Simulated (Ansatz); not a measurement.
The same atomization along the group O, S, Te.

Computed with Ansatz on PBE0-D4/def2-TZVP structures; ΔE is electronic, products minus reactants. CCSD(T)/CBS is the MP2 limit (def2-TZVPP, def2-QZVPP) plus CCSD(T) − MP2 in def2-TZVPP, frozen cores. This one scheme is used for every species, atoms too. Functionals use def2-TZVPP. Open shells (•) are unrestricted, without spin–orbit coupling. Spin–orbit coupling would lower the free atoms: a little for C, O, S; strongly for Te. Elements past krypton have def2 core potentials. Bonds to Te are less sure, by a few kJ/mol each and by 10 to 20 or more in all where they break to atoms, as the def2 sets lack core-valence functions.

```
                         reaction  MP2/CBS(def2) (kJ/mol)  B97M-V (kJ/mol)  CCSD(T)/def2-SVP (kJ/mol)
    `[CH2]OC`• → 2 C• + 5 H• + O•                    2938             2910                       2771
    `[CH2]SC`• → 2 C• + 5 H• + S•                    2807             2814                       2632
`[CH2][Te]C`• → 2 C• + 5 H• + Te•                    2662             2652                       2473
```

Q: Give the CCSD(T)/CBS values in the same order. (An estimate is asked.)

A: Computed: 2906, 2790, 2655 kJ/mol.

Largest T1 diagnostic: 0.019, for `[CH2][Te]C`•.

For atomizations the MP2-based limit and the directly extrapolated one differ by several kJ/mol either way, and by 10 to 25 for some Ge, Se and Sn compounds, so smaller differences from it don't rank the levels.
